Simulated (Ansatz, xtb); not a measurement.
## Relative energy of two isomers of C4H6O2S

We compare I, `CC(=O)O[C@@H]1CS1`, a singlet, with II, `CS/C=C/C(=O)O`, a singlet. Both are isolated molecules in the gas phase, relaxed with PBE0-D3(BJ)/def2-SVP; the shapes shown needn't be the lowest conformers.

I (Å):

```xyz
13

C    -2.5820   -1.1986    0.0596
C    -2.3375    0.2757   -0.0262
C    -0.6913    1.8617   -0.4943
C     0.7416    2.0947   -0.7243
O    -3.1232    1.1449    0.2233
O    -1.0673    0.5255   -0.4304
S     0.1651    2.5691    0.9311
H    -3.6402   -1.3840    0.2729
H    -1.9601   -1.6219    0.8627
H    -2.2838   -1.6903   -0.8770
H    -1.4490    2.5075   -0.9488
H     1.0411    2.9126   -1.3876
H     1.3766    1.2036   -0.7672
```

II (Å):

```yaml
atoms:
  - { symbol: C, position_ang: [-1.6074, -0.9096, -2.6157] }
  - { symbol: C, position_ang: [0.0549, 1.0707, -1.7510] }
  - { symbol: C, position_ang: [0.6174, 2.2444, -1.4082] }
  - { symbol: C, position_ang: [1.9786, 2.2378, -0.8565] }
  - { symbol: O, position_ang: [2.6640, 1.2583, -0.6751] }
  - { symbol: O, position_ang: [2.4049, 3.4766, -0.5611] }
  - { symbol: S, position_ang: [-1.5296, 0.8831, -2.4124] }
  - { symbol: H, position_ang: [-0.8352, -1.2635, -3.3127] }
  - { symbol: H, position_ang: [-1.5125, -1.4227, -1.6488] }
  - { symbol: H, position_ang: [-2.5963, -1.1301, -3.0394] }
  - { symbol: H, position_ang: [0.6479, 0.1601, -1.5992] }
  - { symbol: H, position_ang: [0.1090, 3.2044, -1.5206] }
  - { symbol: H, position_ang: [3.3011, 3.3733, -0.2075] }
```

Question: Estimate E(II) − E(I) at the level CCSD(T)/def2-SVP + ΔMP2/def2-TZVPP.

Answer: Calculated at CCSD(T)/def2-SVP + ΔMP2/def2-TZVPP: E(II) − E(I) = −0.370 eV, so structure II lies lower.

How the difference moves with the method:

```
                             level              geometry  E(II) − E(I) (eV)  departure from the last row (eV)  job, with rough time for the two
                          GFN2-xTB              GFN2-xTB              +0.276                            +0.646              optimisation, 0.27 s
                         HF/STO-3G              GFN2-xTB              +0.333                            +0.703              single point, 0.36 s
                r2SCAN-D4/def2-SVP              GFN2-xTB              −0.371                            −0.001               single point, 3.5 s
              PBE0-D3(BJ)/def2-SVP  PBE0-D3(BJ)/def2-SVP              −0.288                            +0.082                optimisation, 54 s
                       HF/def2-SVP  PBE0-D3(BJ)/def2-SVP              −0.388                            −0.018           part of the CCSD(T) run
                      MP2/def2-SVP  PBE0-D3(BJ)/def2-SVP              −0.278                            +0.092           part of the CCSD(T) run
                  CCSD(T)/def2-SVP  PBE0-D3(BJ)/def2-SVP              −0.310                            +0.060                      single point
CCSD(T)/def2-SVP + ΔMP2/def2-TZVPP  PBE0-D3(BJ)/def2-SVP              −0.370                                                  single point, 58 s
```

As drawn, II has 1 C=C, 1 O–H in place of 1 C–C, 1 C–O, 1 C–H. Structure I has a 3-membered ring, II no ring.

GFN2-xTB, HF/STO-3G put the two in the other order. The largest departure from CCSD(T)/def2-SVP + ΔMP2/def2-TZVPP is that of HF/STO-3G, 0.703 eV. The last row adds to CCSD(T) the change of the MP2 difference between the two basis sets, here −0.060 eV.

With thermal terms from frequencies at re-optimised GFN2-xTB minima (ideal gas, soft modes damped towards free rotors, one conformer each, 298.15 K, 1 atm): the zero-point term adds −0.029 eV; ΔH is −0.384 and ΔG −0.413 eV.

The correlated steps freeze 11 core orbitals. Mirror images aren't counted in ΔG. Codes used: Ansatz 0.2.0, xtb 6.7.1; the last row on 4 threads of Arm Neoverse V1 on a shared host.
